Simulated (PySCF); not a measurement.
## Two-photon absorption: `OCc1ccc(Cl)cc1`, C7H7ClO

Geometry (Å), atoms numbered from 1 in this order:
```xyz
16

O     2.7388    0.9421    0.2385
C     2.0701   -0.2862    0.2214
C     0.5724   -0.1627    0.0794
C    -0.1868   -1.1913   -0.4868
C    -1.5710   -1.0909   -0.5879
C    -2.2066    0.0604   -0.1238
Cl   -3.9292    0.1991   -0.2529
C    -1.4697    1.1018    0.4367
C    -0.0860    0.9821    0.5365
H     2.5465    1.3939   -0.5909
H     2.4551   -0.9634   -0.5671
H     2.3048   -0.7731    1.1835
H     0.3120   -2.0902   -0.8609
H    -2.1628   -1.8934   -1.0310
H    -1.9826    1.9966    0.7932
H     0.5038    1.7904    0.9747
```

Level of theory: TDDFT CAM-B3LYP/aug-cc-pVDZ excited states, vertical, gas phase in PySCF 2.14.0. Geometry: PBE0-D3(BJ)/def2-SVP.

How strongly do the lowest singlets absorb one photon, and two photons of half the energy?

δ for parallel linear polarisation; σ at the peak of a Lorentzian of half width 0.1 eV, single beam; Ω is circular over linear.
```csv
state,E (eV),f,photon λ (nm),δ (au),σ (GM),Ω,main
S1,5.17,0.005,479,0.92,0.01,1.50,"HOMO→LUMO+1 0.46, HOMO→LUMO+2 0.24"
S2,5.73,0.146,433,31.6,0.38,0.59,"HOMO→LUMO+2 0.30, HOMO→LUMO 0.26"
S3,6.13,0.006,405,50.4,0.69,0.65,"HOMO→LUMO 0.57, HOMO→LUMO+2 0.17"
S4,6.53,0.061,380,87.7,1.37,0.49,"HOMO→LUMO+3 0.19, HOMO→LUMO+6 0.15"
S5,6.61,0.284,375,6.51,0.10,0.92,"HOMO−1→LUMO+2 0.26, HOMO−1→LUMO 0.18"
S6,6.66,0.061,372,74.1,1.21,1.16,"HOMO→LUMO+6 0.25, HOMO→LUMO+4 0.24"
```

Among these, the strongest one-photon state is S5, the strongest two-photon state S4, with a dipole change of 2.7 D (relaxed, norm of the difference vector).
